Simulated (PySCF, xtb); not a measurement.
trans-(1R,2R)-1-chloro-2-methylcyclopropane (C₄H₇Cl), SMILES C1[C@H]([C@@H]1Cl)C.

Harmonic wavenumbers (cm⁻¹) from GFN2-xTB run with xtb at its own minimum, in rising order: 164, 205, 252, 347, 414, 674, 842, 891, 919, 956, 1050, 1059, 1066, 1088, 1115, 1169, 1212, 1249, 1388, 1414, 1460, 1490, 1495, 3025, 3032, 3040, 3050, 3059, 3088, 3110.

### Question
What does PySCF 2.14.0 with TPSSh-D3(BJ)/def2-SVP give at its own minimum? (The exact figures need the calculation; the answer reports its results.)

### Answer
193, 209, 264, 346, 413, 668, 800, 857, 905, 943, 1029, 1059, 1088, 1094, 1127, 1188, 1231, 1271, 1391, 1420, 1474, 1482, 1496, 3028, 3110, 3113, 3124, 3153, 3180, 3225. Paired by order, the mean absolute difference is 28 cm⁻¹ and the zero-point energies are 61.9 and 62.7 kcal/mol.
